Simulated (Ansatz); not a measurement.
Total energies of Ca₂Cl₂⁺ from Ansatz at r2SCAN-D4/def2-TZVP, gas phase (1 Eh = 27.2114 eV = 2625.5 kJ/mol). The reference geometry is relaxed at r2SCAN-D4/def2-TZVP.

```tsv
atom	x (Å)	y (Å)	z (Å)
Ca1	0.146	-0.724	-1.734
Ca2	-0.144	0.724	1.733
Cl3	-0.667	1.497	-0.680
Cl4	0.666	-1.497	0.681
```

```
           state                        geometry  energy (Eh)
charge 1 doublet                       reference  -2275.46698
charge 0 triplet                       reference  -2275.64982
charge 1 quartet  relaxed at r2SCAN-D4/def2-TZVP  -2275.29891
```

Work out the vertical electron affinity, to the triplet.

E(charge 1 doublet) − E(charge 0 triplet) = -2275.46698 − (-2275.64982) = 0.18284 Eh = 4.98 eV.

Which of the charge 1 states is lowest, and how far above it are the others?

The doublet. quartet: -2275.29891 − (-2275.46698) = 0.16807 Eh = 441.3 kJ/mol. The quartet differs in its bonds from the reference.

The structure comes from a short search, and lower isomers may exist.
